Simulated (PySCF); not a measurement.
Basis and Hamiltonian dependence of the excitation energy of Ni

Ni [Ar] 3d8 4s2 (3F) → Ni [Ar] 3d8 4s1 5s1 (5F). Calculated with PySCF 2.14 from differences of total energies of unrestricted determinants, without spin-orbit coupling. Values in eV.

```csv
basis,Hamiltonian,functions,UHF,r2SCAN,PBE0,MP2 (valence),CCSD(T) (valence)
aug-cc-pVDZ-DK,spin-free X2C,59,4.647,5.880,5.716,5.734,5.926
def2-TZVPPD,non-relativistic,67,6.768,7.468,7.343,7.481,7.643
aug-cc-pVTZ-DK,spin-free X2C,93,4.635,5.871,5.710,5.769,5.955
def2-QZVPPD,non-relativistic,100,5.148,6.139,5.999,6.160,6.323
aug-cc-pwCVTZ-DK,spin-free X2C,127,4.632,5.862,5.704,5.773,n/a
"x2c-QZVPPall with one added diffuse shell each of s, p, d, f, g type",spin-free X2C,133,4.633,5.866,5.701,5.796,n/a
```

Frozen in the all-electron rows: valence: [Ar].

At UHF, def2-TZVPPD, def2-QZVPPD lie more than 0.3 eV from the median of the rows with comparable relativity. Of these, def2-TZVPPD, def2-QZVPPD have no diffuse functions of the l that the added or promoted electron needs.

Non-relativistic rows lack the scalar-relativistic shift.
